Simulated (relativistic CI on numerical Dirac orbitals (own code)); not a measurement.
## What each ingredient does to the levels of Tm XLI

Base calculation: Dirac-Coulomb-Breit CI, orbitals from a KLI potential per configuration, model QED (radiative potential, 1s self-energy scaled to tabulated hydrogen-like ionisation energies), unscaled Slater integrals.

Configurations in the expansion (outside the closed core [Ar]): 3d10 4s, 3d10 4p, 3d10 4d, 3d10 4f, 3d10 5s, 3d10 5p, 3d10 5d, 3d10 5f, 3d10 5g, 3d9 4p2, 3d10 6s, 3d10 6p, 3d10 6d, 3d8 4s 4p2, 3d9 4s2, 3d9 4p 4d. Levels of other configurations are missing.

Variants: (1) Breit term removed. Shifts of the energy above 3d10 4s 2S_1/2, in eV, for the lowest level and the first level of each name with at least 55 % of one term (blank where a level changes its place among those of its configuration and J or its character, or is not in the variant):

| Level | Base | Δ(1) |
| --- | --- | --- |
| 3d10 4s 2S_1/2 | 0.00 | 0.00 |
| 3d10 4p 2P°_1/2 | 85.72 | -0.77 |
| 3d10 4p 2P°_3/2 | 155.51 | +0.01 |
| 3d10 4d 2D_3/2 | 289.74 | +0.41 |
| 3d10 4d 2D_5/2 | 304.50 | +0.78 |
| 3d10 4f 2F°_5/2 | 448.33 | +1.03 |
| 3d10 4f 2F°_7/2 | 451.73 | +1.27 |
| 3d10 5s 2S_1/2 | 783.80 | +0.76 |
| 3d10 5p 2P°_1/2 | 825.12 | +0.38 |
| 3d10 5p 2P°_3/2 | 857.69 | +0.73 |
| 3d10 5d 2D_3/2 | 921.36 | +0.92 |
| 3d10 5d 2D_5/2 | 928.46 | +1.11 |
| 3d10 5f 2F°_5/2 | 992.01 | +1.22 |
| 3d10 5f 2F°_7/2 | 994.03 | +1.33 |
| 3d10 5g 2G_7/2 | 1025.13 | +1.37 |
| 3d10 5g 2G_9/2 | 1025.93 | +1.39 |
| 3d10 6s 2S_1/2 | 1172.42 | +1.05 |
| 3d10 6p 2P°_1/2 | 1195.31 | +0.84 |
| 3d10 6p 2P°_3/2 | 1213.18 | +1.03 |
| 3d10 6d 2D_3/2 | 1248.36 | +1.13 |
| 3d10 6d 2D_5/2 | 1252.35 | +1.24 |
| 3d9 4s2 2D_5/2 | 1271.46 | +0.68 |

At this charge energies of transitions that change n are usually good to better than 1 %, and those within a shell (Δn = 0) to a few per cent.

Ionisation energy from the two ground configurations alone: base 1944.73 eV; Breit term removed 1946.12 eV. The NIST ASD value (semi-empirical) is 1945.2 eV.

LS names give the leading component of a level, which can be under half, so a name can repeat, a term be missing and a line seem to break the LS rules.
